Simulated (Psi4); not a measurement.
I5Ta, singlet, at a GFN2-xTB geometry (such geometries of metal compounds can be far from the true shape) (core potentials on I, Ta).

The Psi4 input:
```
memory 2 GB

molecule {
0 1
Ta   -0.00000000    0.00000000    0.00000000
I     2.27791408   -0.44897884   -1.43791736
I     1.22160212   -1.05529514    2.26474062
I    -1.22160212    1.05529514   -2.26474062
I    -1.92808836   -1.92888965    0.14121218
I    -0.34982572    2.37786848    1.29670518
}

set {
  basis def2-sv(p)
}

energy('pbe0')
print_variables()
```

Task: What nuclear repulsion energy does PBE0/def2-SV(P) (Psi4) give?

Result: 1090.9312 Eh

Task: What number of basis functions does PBE0/def2-SV(P) give?

Result: 155

Task: Give the total energy at the level PBE0/def2-SV(P).

Result: -1545.7918 Eh

Task: Estimate the dipole moment that PBE0/def2-SV(P) returns for this input.

Result: 0.00 D
